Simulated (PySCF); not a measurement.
Gas-phase XPS of Ge(CN)Cl3, computed

Compound: Ge(CN)Cl3, CCl3GeN.
Geometry (PBE0-D3(BJ)/def2-SVP, Å), atoms numbered from 1 in this order:
```
atom  x, y, z in Å
Ge1    0.0094   -0.0103   -0.5008
C2     0.0008   -0.0253    1.4076
N3    -0.0014   -0.0422    2.5661
Cl4    2.0234   -0.0062   -1.1611
Cl5   -0.9872    1.7364   -1.1756
Cl6   -0.9818   -1.7483   -1.2055
```

Computed with delta-SCF UKS SCAN, pcX-2 on the ionised atom, pcseg-1 elsewhere, spin-free X2C in PySCF. Each binding energy is the total energy of the core-ionised species, with the hole localised on one atom, minus that of the ground state; both are solved self-consistently, so orbital relaxation is included.

Q: List the computed XPS lines with their assignment.

A: 
```json
{"atom(s)": "Cl4/Cl5/Cl6", "environment": "chlorine bonded to Ge", "level": "Cl 1s", "binding energy (eV)": "2829.53", "2p1/2 (eV)": "–", "count": "3"}
{"atom(s)": "N3", "environment": "nitrogen bonded to C", "level": "N 1s", "binding energy (eV)": "406.18", "2p1/2 (eV)": "–", "count": "1"}
{"atom(s)": "C2", "environment": "carbon bonded to Ge and N", "level": "C 1s", "binding energy (eV)": "292.72", "2p1/2 (eV)": "–", "count": "1"}
{"atom(s)": "Cl4/Cl5/Cl6", "environment": "chlorine bonded to Ge", "level": "Cl 2p3/2", "binding energy (eV)": "206.93", "2p1/2 (eV)": "208.58", "count": "3"}
```

Q: Which photon energy gives electrons from Cl 1s of Cl4/Cl5/Cl6 a kinetic energy of 20 eV, and what is their de Broglie wavelength?

A: hν = 2829.53 + 20 = 2849.53 eV, recoil neglected; λ = 12.264 Å/√(E/eV) = 2.74 Å.

Q: Give the binding energy of Cl 1s of Cl4/Cl5/Cl6 in hartree and in kJ/mol.

A: 2829.53 eV = 103.9833 Eh = 273008 kJ/mol.

Atoms equivalent by their bonding share one computed value, that of the first of them. The 2p values aren't plain energy differences: one relaxed spin-free 2p hole is combined with a matrix within the shell (ground-state 2p orbital-energy differences and spin–orbit coupling). 2p3/2, the mean of its two sublevels, lies a third of the splitting below the shell's mean and 2p1/2 two thirds above it; the statistical areas are 2:1. 2p1/2 minus 2p3/2 (ligand field included): Cl 1.65 eV. No level of germanium is listed. Geometry: PBE0-D3(BJ)/def2-SVP; no solvent, vibrations or thermal averaging.
